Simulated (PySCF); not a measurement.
Diatomics of Ge with the chalcogens

PBE0 with triple-zeta basis sets in PySCF, for the lowest determinant that a PBE0 search found; no spin–orbit coupling. De refers to high-spin ground-configuration atoms. A positive dipole means M(−)Ge(+).

```
 M         basis  state (unpaired electrons)  Re (Å)  ωe (cm⁻¹)  De (eV)  μ (D)
 O    def2-TZVPP      singlet (closed shell)   1.623       1027     6.60   3.37
 S    def2-TZVPP      singlet (closed shell)   2.014        593     5.66   2.21
Se  x2c-TZVPPall      singlet (closed shell)   2.135        415     5.08   1.93
Te    cc-pVTZ-PP      singlet (closed shell)   2.340        333     4.34   1.42
```

The shortest bond is that of GeO (1.623 Å), the longest that of GeTe (2.340 Å). GeO is bound most strongly (6.60 eV) and GeTe least (4.34 eV).

The rows differ in basis set, which adds steps of its own.

Relativity is treated differently too: O no relativity; S no relativity; Se spin-free X2C; Te scalar-relativistic core potentials.

Down a group bonds as a rule get longer and wavenumbers fall, partly through the reduced mass; this series shows no clear exception.

These are scalar-relativistic numbers at best; spin–orbit coupling would shift them, the dissociation energy most.
